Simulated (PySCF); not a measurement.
Task: Give a PBE0-D3(BJ)/def2-SVP geometry of `[NH2][Ge]1([Br])[CH2]C[CH2]1`.

Result: 
Z-matrix in Å and degrees, rows numbered from 1:
```
N 
Ge  1  1.8247
Br  2  2.3167  1  104.05
C   2  1.9780  1  124.52  3  -134.63
C   4  1.5503  2   87.37  1   -99.67
C   5  1.5519  4  103.66  2   -18.48
H   1  1.0169  2  115.27  3   173.26
H   1  1.0167  2  114.61  3    44.72
H   4  1.0990  2  120.86  1    19.94
H   4  1.1009  2  109.46  1   147.33
H   5  1.1025  4  113.44  2  -142.03
H   5  1.1021  4  109.83  2    98.80
H   6  1.0989  2  119.95  1   -12.12
H   6  1.1007  2  110.04  1  -139.19
```

N1 (nitrogen bonded to Ge and 2 H) is pyramidal (angles 115.3°, 114.6° and 109.5°, sum 339.4°, 0.32 Å off the plane of its three neighbours). Ge2 (germanium bonded to Br, 2 C and N) has angles from 76.4° to 124.5°. The 4-membered ring Ge2–C4–C5–C6 has internal angles of 76.4° to 103.7°; it is puckered, 0.12 Å rms from its mean plane, widest ring torsion 19°.

Method: PySCF, PBE0-D3(BJ)/def2-SVP geometry optimisation, gas phase.

Stationary, but not proved a minimum. The numbers are those of one conformer (H–N1–Ge2–Br3 173° and 45°, N1–Ge2–C4–C5 -100°, Ge2–C4–C5–C6 -18°, C4–C5–C6–Ge2 19°, N1–Ge2–C6–C5 108°).
